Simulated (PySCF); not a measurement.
Job file and geometry (Å, from GFN2-xTB) of an NMR shielding run on SMILES C#C[C@@](C)(C[SiH2]C)S[SiH3], C6H14SSi2, GIAO PBE0/pcSseg-1 NMR shielding, non-relativistic, gas phase (PySCF 2.14.0, density-fitted response routines); density fitting, a coarse starting grid and PySCF grid level 2 are the driver's defaults:

```
$ OMP_NUM_THREADS=1 python probes_run.py task.json out

{"job": {"kind": "nmr", "xc": "PBE0", "basis": "pcSseg-1"}, "charge": 0, "multiplicity": 1}
C     -1.223212     2.179428    -0.707133
C     -0.916831     1.074973    -0.358357
C     -0.587953    -0.247636     0.112363
C     -0.851120    -1.295801    -0.959328
C      0.842593    -0.297872     0.633841
Si     2.198717     0.076024    -0.655104
C      3.805089     0.397076     0.300387
S     -1.686650    -0.622534     1.603250
Si    -3.681093    -0.161829     1.005774
H     -1.469684     3.146114    -1.031888
H     -0.221500    -1.103165    -1.826200
H     -0.623669    -2.285160    -0.568272
H     -1.891688    -1.273553    -1.277044
H      1.006393    -1.286227     1.068101
H      0.925273     0.415584     1.456605
H      1.838726     1.248246    -1.460517
H      2.383746    -1.077300    -1.549472
H      4.620151     0.627544    -0.377851
H      3.700966     1.233962     0.985047
H      4.099567    -0.470115     0.884307
H     -4.428168    -0.464034     2.214140
H     -3.766157     1.238996     0.620066
H     -4.078247    -1.025736    -0.102638
```

Q: Write the output of this run.

A: 
```
coarse grid: 20072 points
cycle   1  E = -1213.3137262056  dE =  7.293e-01  |g| = 5.333e-01  |ddm| = 4.385e+00
cycle   2  E = -1213.3099401535  dE =  3.786e-03  |g| = 5.538e-01  |ddm| = 1.096e+00
cycle   3  E = -1213.3863276826  dE = -7.639e-02  |g| = 6.419e-02  |ddm| = 5.489e-01
cycle   4  E = -1213.3867118197  dE = -3.841e-04  |g| = 5.176e-02  |ddm| = 1.108e-01
cycle   5  E = -1213.3873307722  dE = -6.190e-04  |g| = 1.482e-02  |ddm| = 5.336e-02
cycle   6  E = -1213.3873849073  dE = -5.414e-05  |g| = 2.924e-03  |ddm| = 1.614e-02
cycle   7  E = -1213.3873871482  dE = -2.241e-06  |g| = 7.989e-04  |ddm| = 4.234e-03
final grid: 178056 points
cycle   8  E = -1213.4437377235  dE = -4.827e-05  |g| = 9.920e-03  |ddm| = 5.529e-02
cycle   9  E = -1213.4437196745  dE =  1.805e-05  |g| = 1.285e-02  |ddm| = 2.408e-02
cycle  10  E = -1213.4437616065  dE = -4.193e-05  |g| = 2.277e-03  |ddm| = 1.556e-02
cycle  11  E = -1213.4437628200  dE = -1.214e-06  |g| = 5.574e-04  |ddm| = 2.385e-03
cycle  12  E = -1213.4437628925  dE = -7.251e-08  |g| = 1.690e-04  |ddm| = 6.388e-04
cycle  13  E = -1213.4437628995  dE = -6.968e-09  |g| = 3.912e-05  |ddm| = 1.956e-04
cycle  14  E = -1213.4437628998  dE = -3.529e-10  |g| = 8.199e-06  |ddm| = 5.027e-05
converged SCF energy = -1213.4437628998

GIAO shielding tensors (ppm)
atom      isotropic    diamagn.    paramagn.     s11        s22        s33       span
  0 C      103.301     260.813    -157.512     41.978     50.220    217.704    175.726
  1 C       95.271     268.550    -173.279    -10.773     -1.366    297.952    308.725
  2 C      141.204     238.887     -97.683    125.654    136.729    161.230     35.576
  3 C      153.226     248.632     -95.406    132.267    147.629    179.783     47.515
  4 C      153.173     253.158     -99.985    131.268    141.486    186.764     55.496
  5 Si     396.174     880.688    -484.514    365.108    391.257    432.158     67.050
  6 C      194.095     251.470     -57.375    190.458    192.707    199.120      8.662
  7 S      493.196    1058.743    -565.547    240.959    363.567    875.062    634.103
  8 Si     413.279     880.249    -466.970    369.080    409.387    461.370     92.290
  9 H       29.359      36.126      -6.767     24.120     25.326     38.631     14.510
 10 H       30.063      31.437      -1.374     25.125     29.176     35.889     10.764
 11 H       30.257      31.718      -1.461     27.134     27.729     35.908      8.774
 12 H       29.699      31.963      -2.264     24.748     29.665     34.683      9.936
 13 H       30.179      33.298      -3.120     25.315     30.890     34.331      9.016
 14 H       30.001      33.209      -3.208     24.521     30.852     34.630     10.109
 15 H       27.120      30.499      -3.379     22.684     28.020     30.654      7.970
 16 H       27.410      30.207      -2.797     23.112     27.200     31.919      8.807
 17 H       31.546      26.842       4.705     26.578     27.968     40.093     13.515
 18 H       31.584      30.365       1.219     26.620     29.889     38.242     11.621
 19 H       31.555      29.247       2.308     26.622     29.498     38.546     11.924
 20 H       27.391      28.513      -1.122     23.641     24.856     33.676     10.035
 21 H       26.911      29.589      -2.678     23.014     26.307     31.412      8.398
 22 H       27.095      29.280      -2.185     22.831     25.586     32.870     10.039
```

Q: Turn these shieldings into chemical shifts. δ = σ(ref) − σ, references computed at the same level: 13C (186.93 ppm), 29Si (349.16 ppm), 1H (31.72 ppm) against TMS; 33S (503.73 ppm) vs CS2.

A: Averaging equivalent atoms: C 1: 91.7; C 0: 83.6; C 2: 45.7; C 4: 33.8; C 3: 33.7; C 6: -7.2; Si 5: -47.0; Si 8: -64.1; S 7: 11; H 15: 4.60; H 20/21/22: 4.58; H 16: 4.31; H 9: 2.36; H 14: 1.72; H 10/11/12: 1.71; H 13: 1.54; H 17/18/19: 0.16 ppm. 

Size and cost of the density-fitted run: 244 basis functions, 3.2 min wall time on 1 thread of an Intel Xeon, shared host; peak memory 1.2 GiB.
